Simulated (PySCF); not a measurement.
# A survey of 17O NMR shifts

No solvent, no relativistic terms, averaged over atoms made equivalent by symmetry, fast rotation or ring inversion, single conformer. Structure optimised with GFN2-xTB; shielding tensors at PBE0/pcSseg-1 (GIAO); PySCF 2.14.

Shieldings were converted by a linear fit to measured shifts: 17O: δ = 266.70 − 0.911σ (rms 10.7 ppm, 155 shifts, 12.2 ppm with the 3 outliers that the fit left out vs liquid water, solution or neat liquid). A few per cent of atoms miss by over 2 rms, more outside the fitted compound classes.

**Question.** Give the 17O shifts of `COCCOCC#N`, `CNC(=O)[C@@H](C)C=O`, `COc1ccnn1[SiH](C)C`, `CN1CCC(O)CC1`, `CNC(=O)C1COC1`, `CNC(=O)/C=C\CO`, `C/C=C(\C#N)O[SiH3]`.

**Answer.** 
```json
{"compound": "[CH3:1][O:2][CH2:3][CH2:4][O:5][CH2:6][C:7]#[N:8]", "environment": "O5: ether oxygen", "δ (ppm)": "-1.4"}
{"compound": "[CH3:1][O:2][CH2:3][CH2:4][O:5][CH2:6][C:7]#[N:8]", "environment": "O2: ether oxygen", "δ (ppm)": "-12.8"}
{"compound": "[CH3:1][NH:2][C:3](=[O:4])[C@@H:5]([CH3:6])[CH:7]=[O:8]", "environment": "O8: aldehyde oxygen", "δ (ppm)": "589.4"}
{"compound": "[CH3:1][NH:2][C:3](=[O:4])[C@@H:5]([CH3:6])[CH:7]=[O:8]", "environment": "O4: amide-type carbonyl oxygen", "δ (ppm)": "319.0"}
{"compound": "COc1ccnn1[SiH](C)C", "environment": "ether oxygen", "δ (ppm)": "40.7"}
{"compound": "CN1CCC(O)CC1", "environment": "alcohol oxygen", "δ (ppm)": "25.4"}
{"compound": "[CH3:1][NH:2][C:3](=[O:4])[CH:5]1[CH2:6][O:7][CH2:8]1", "environment": "O4: amide-type carbonyl oxygen", "δ (ppm)": "326.4"}
{"compound": "[CH3:1][NH:2][C:3](=[O:4])[CH:5]1[CH2:6][O:7][CH2:8]1", "environment": "O7: ether oxygen", "δ (ppm)": "-36.4"}
{"compound": "[CH3:1][NH:2][C:3](=[O:4])/[CH:5]=[CH:6]\\[CH2:7][OH:8]", "environment": "O4: amide-type carbonyl oxygen", "δ (ppm)": "289.4"}
{"compound": "[CH3:1][NH:2][C:3](=[O:4])/[CH:5]=[CH:6]\\[CH2:7][OH:8]", "environment": "O8: alcohol oxygen", "δ (ppm)": "-4.6"}
{"compound": "C/C=C(\\C#N)O[SiH3]", "environment": "oxygen bonded to C, Si", "δ (ppm)": "40.6"}
```

In solution the two oxygens of a carboxylic acid give one averaged line by proton exchange, and hydrogen bonding shields acid and N–H amide carbonyl oxygens by tens of ppm; neither is in these numbers.
